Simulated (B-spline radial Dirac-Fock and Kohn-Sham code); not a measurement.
Method: relativistic Hartree-Fock (Dirac-Fock) wave functions, averaged over the configuration. Computed with a radial B-spline solver.

Question: This computed X-ray form factor belongs to an atom or ion in its tabulated ground configuration. Which?

```
sin θ/λ (Å⁻¹)      f₀
         0.05  16.994
          0.4  16.650
          0.6  16.228
          0.7  15.964
          0.9  15.343
            1  14.994
          1.8  11.771
            2  10.972
          3.5   6.838
```

Answer: Os⁵⁹⁺, with 17 electrons in [Ne] 3s2 3p5. f₀ tends to the number of electrons as s goes to zero, which the first rows give only roughly, and the rate of fall reflects the nuclear charge, 76.
